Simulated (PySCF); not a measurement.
Molfile (atoms numbered from 1):
```
C9H17N
     RDKit          3D

 27 28  0  0  0  0  0  0  0  0999 V2000
    3.1168   -0.4219   -0.4680 C   0  0  0  0  0  0  0  0  0  0  0  0
    1.9945   -0.1696    0.4021 N   0  0  0  0  0  0  0  0  0  0  0  0
    0.6715   -0.2615   -0.1990 C   0  0  2  0  0  0  0  0  0  0  0  0
    0.4153    0.9889   -1.0632 C   0  0  0  0  0  0  0  0  0  0  0  0
   -0.1507    2.0079   -0.0850 C   0  0  0  0  0  0  0  0  0  0  0  0
   -1.1419    1.1655    0.7088 C   0  0  0  0  0  0  0  0  0  0  0  0
   -0.4189   -0.1736    0.9277 C   0  0  1  0  0  0  0  0  0  0  0  0
   -1.2944   -1.4221    0.7682 C   0  0  0  0  0  0  0  0  0  0  0  0
   -1.1277   -1.8109   -0.6997 C   0  0  0  0  0  0  0  0  0  0  0  0
    0.3600   -1.5820   -0.9403 C   0  0  0  0  0  0  0  0  0  0  0  0
    3.1691    0.3413   -1.2603 H   0  0  0  0  0  0  0  0  0  0  0  0
    4.0522   -0.3448    0.1071 H   0  0  0  0  0  0  0  0  0  0  0  0
    3.1119   -1.4125   -0.9710 H   0  0  0  0  0  0  0  0  0  0  0  0
    2.0351   -0.7929    1.2050 H   0  0  0  0  0  0  0  0  0  0  0  0
    1.3212    1.3270   -1.5878 H   0  0  0  0  0  0  0  0  0  0  0  0
   -0.3387    0.7582   -1.8351 H   0  0  0  0  0  0  0  0  0  0  0  0
   -0.6037    2.8864   -0.5699 H   0  0  0  0  0  0  0  0  0  0  0  0
    0.6586    2.3609    0.5745 H   0  0  0  0  0  0  0  0  0  0  0  0
   -2.0508    1.0034    0.1022 H   0  0  0  0  0  0  0  0  0  0  0  0
   -1.4674    1.6293    1.6525 H   0  0  0  0  0  0  0  0  0  0  0  0
    0.0817   -0.1540    1.9085 H   0  0  0  0  0  0  0  0  0  0  0  0
   -2.3410   -1.2477    1.0634 H   0  0  0  0  0  0  0  0  0  0  0  0
   -0.9134   -2.2389    1.4044 H   0  0  0  0  0  0  0  0  0  0  0  0
   -1.4585   -2.8366   -0.9245 H   0  0  0  0  0  0  0  0  0  0  0  0
   -1.7228   -1.1362   -1.3399 H   0  0  0  0  0  0  0  0  0  0  0  0
    0.9346   -2.3996   -0.4696 H   0  0  0  0  0  0  0  0  0  0  0  0
    0.6386   -1.5581   -2.0054 H   0  0  0  0  0  0  0  0  0  0  0  0
  1  2  1  0
  3  2  1  1
  3  4  1  0
  4  5  1  0
  5  6  1  0
  6  7  1  0
  7  8  1  0
  8  9  1  0
  9 10  1  0
  7  3  1  0
 10  3  1  0
  1 11  1  0
  1 12  1  0
  1 13  1  0
  2 14  1  0
  4 15  1  0
  4 16  1  0
  5 17  1  0
  5 18  1  0
  6 19  1  0
  6 20  1  0
  7 21  1  1
  8 22  1  0
  8 23  1  0
  9 24  1  0
  9 25  1  0
 10 26  1  0
 10 27  1  0
M  END
```

- PBE0-D3(BJ)/def2-SVP structure
- σ from GIAO-PBE0/pcSseg-1
- run in PySCF 2.14.0 with density-fitted response routines
- one computed conformer, equivalent nuclei averaged, relativity neglected, gas phase

List the cross peaks expected in HSQC, COSY and HMBC spectra.

Answers



HSQC (one-bond C–H):
```csv
δH,δC
2.33 (H11/H12/H13),31.8 (C1)
1.71 (H20/H23),35.7 (C6/C8)
1.62 (H18/H24),27.6 (C5/C9)
1.53 (H15/H26),38.4 (C4/C10)
1.41 (H17/H25),27.6 (C5/C9)
1.41 (H21),55.2 (C7)
1.20 (H16/H27),38.4 (C4/C10)
1.05 (H19/H22),35.7 (C6/C8)
```

COSY cross peaks (H two or three bonds apart, from the bond graph; peaks can be absent where the dihedral angle is near 90°):
```csv
δH,δH
1.71 (H20/H23),1.62 (H18/H24)
1.71 (H20/H23),1.41 (H17/H25)
1.71 (H20/H23),1.41 (H21)
1.71 (H20/H23),1.05 (H19/H22)
1.62 (H18/H24),1.53 (H15/H26)
1.62 (H18/H24),1.41 (H17/H25)
1.62 (H18/H24),1.20 (H16/H27)
1.62 (H18/H24),1.05 (H19/H22)
1.53 (H15/H26),1.41 (H17/H25)
1.53 (H15/H26),1.20 (H16/H27)
1.41 (H17/H25),1.20 (H16/H27)
1.41 (H17/H25),1.05 (H19/H22)
1.41 (H21),1.05 (H19/H22)
```

HMBC (two and three bonds, from the bond graph):
```csv
δH,δC
2.33 (H11/H12/H13),74.2 (C3)
1.71 (H20/H23),"74.2 (C3), 55.2 (C7), 38.4 (C4/C10), 35.7 (C6/C8), 27.6 (C5/C9)"
1.62 (H18/H24),"74.2 (C3), 55.2 (C7), 38.4 (C4/C10), 35.7 (C6/C8)"
1.53 (H15/H26),"74.2 (C3), 55.2 (C7), 38.4 (C4/C10), 35.7 (C6/C8), 27.6 (C5/C9)"
1.41 (H17/H25),"74.2 (C3), 55.2 (C7), 38.4 (C4/C10), 35.7 (C6/C8)"
1.41 (H21),"74.2 (C3), 38.4 (C4/C10), 35.7 (C6/C8), 27.6 (C5/C9)"
1.20 (H16/H27),"74.2 (C3), 55.2 (C7), 38.4 (C4/C10), 35.7 (C6/C8), 27.6 (C5/C9)"
1.05 (H19/H22),"74.2 (C3), 55.2 (C7), 38.4 (C4/C10), 35.7 (C6/C8), 27.6 (C5/C9)"
```

Scale: ¹H and ¹³C against TMS (reference shieldings calculated alike).

Short H···H contacts in this conformer between protons four or more bonds apart (candidates for NOE cross peaks, intensity ∝ r⁻⁶): H11···H15 2.12 Å, H16···H25 2.40 Å, H16···H19 2.60 Å, H19···H25 2.60 Å, H23···H26 2.64 Å, H13···H27 2.68 Å.

OH and NH positions are those of a molecule without intermolecular hydrogen bonds; in solution they move with solvent, concentration and temperature, and exchange usually removes their couplings. Shifts are as computed. Against solution values, carbons near 30 ppm lie about +2 ppm off and those near 130 ppm about +5 ppm. Of 1211 compounds with measured shifts, 218 miss one by over three times the rms of a fit or turn the order of signals round; such compounds aren't used in these exercises.
